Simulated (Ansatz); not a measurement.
Geometry optimisation, UKS PBE/def2-SVP in Ansatz.

The input (input.yaml):

```yaml
crystal:
  periodic: [false, false, false]
  atoms:
    - { symbol: Zr, position_ang: [0.0, 0.0, 0.0] }
    - { symbol: F, position_ang: [0.0, 0.0, 2.23] }
    - { symbol: O, position_ang: [1.952, 0.0, -0.6893] }
    - { symbol: H, position_ang: [2.2684, -0.9521, -0.806] }
    - { symbol: O, position_ang: [-0.975, 1.6891, -0.6893] }
    - { symbol: H, position_ang: [-1.9328, 1.4584, -0.9117] }
    - { symbol: O, position_ang: [-0.975, -1.6891, -0.6893] }
    - { symbol: H, position_ang: [-1.4296, -2.1548, 0.0831] }
    - { symbol: Si, position_ang: [0.0, 0.0, 4.12] }
    - { symbol: H, position_ang: [-0.7436, -1.1581, 4.6074] }
    - { symbol: H, position_ang: [1.3747, -0.0649, 4.6074] }
    - { symbol: H, position_ang: [-0.6311, 1.223, 4.6074] }
magnetization:
  spin_polarized: true
  initial_magnetization: 1
basis:
  gaussian: { orbitals: def2-SVP }
hamiltonian:
  xc: pbe
relax:
  f_tol: 0.15
  max_steps: 25
  restrain:
    - { distance: [1, 8], at: 1.59, k: 30.0 }
    - { distance: [0, 1], at: 3.18, k: 30.0 }
```

Launched with:

```bash
$ ansatz run input.yaml --threads 4 --pin off --max-ram 5120MiB --backend cpu --events-out ev --progress --plain --runs-dir out
```

Question: Where does it end, and by what steps?

Answer: The forces met the threshold. The restraints hold the end off the free minimum; the threshold counts their pulls, which the force column leaves out. Restrained pairs: F2–Si9 (1.89 → 1.62 Å), Zr1–F2 (2.23 → 3.18 Å). After 11 steps the energy has fallen by 1.185 eV (the restraints' own energy left out); H6 moved furthest, 0.92 Å.

| step | energy less start (eV) | largest force component (eV/Å) | accepted |
| --- | --- | --- | --- |
| 0 | 0.0000 | 2.414 | yes |
| 1 | -0.4632 | 1.266 | yes |
| 2 | -0.5042 | 3.589 | yes |
| 3 | -0.7901 | 1.164 | yes |
| 4 | -0.9026 | 0.941 | yes |
| 5 | -0.9783 | 0.821 | yes |
| 6 | -1.0221 | 1.178 | yes |
| 7 | -1.1381 | 0.928 | yes |
| 8 | -1.1565 | 0.942 | yes |
| 9 | -1.1753 | 0.850 | yes |
| 10 | -1.1762 | 0.792 | yes |
| 11 | -1.1847 | 0.934 | yes |

```xyz
12
Properties=species:S:1:pos:R:3
Zr -0.157 -0.245 -0.621
F -0.289 -0.310 2.555
O 1.776 -0.263 -0.552
H 2.740 -0.304 -0.528
O -1.087 1.452 -0.658
H -1.591 2.275 -0.674
O -1.152 -1.900 -0.485
H -1.646 -2.727 -0.408
Si 0.013 0.021 4.113
H -0.632 -1.037 4.959
H 1.497 0.023 4.329
H -0.562 1.368 4.440
```

Time of the run: 47 s on 4 threads of Arm Neoverse V1, with other jobs on the host, peak memory 0.28 GiB.
